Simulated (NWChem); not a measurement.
System: BH₂Cl; SMILES BCl

Program: NWChem. Structure relaxed at the PBE0-D3(BJ)/def2-TZVP level. Ions are spin-unrestricted doublets at the neutral geometry; other ion states weren't tried. Functional: LC-ωPBE (HJS hole) with def2-SVP; rows give the range parameter ω in 1/bohr.

```csv
range parameter (1/bohr),"vertical ionisation energy, ΔSCF (eV)",−ε(HOMO) (eV),ΔSCF minus −ε(HOMO) (eV)
0.30,11.44,10.72,0.72
0.35,11.54,11.07,0.47
0.40,11.63,11.37,0.26
0.50,[?],[?],[?]
0.80,11.95,12.53,-0.58
```

What belongs in the gaps?


- 0.50, vertical ionisation energy, ΔSCF (eV): 11.77
- 0.50, −ε(HOMO) (eV): 11.83
- 0.50, ΔSCF minus −ε(HOMO) (eV): -0.06
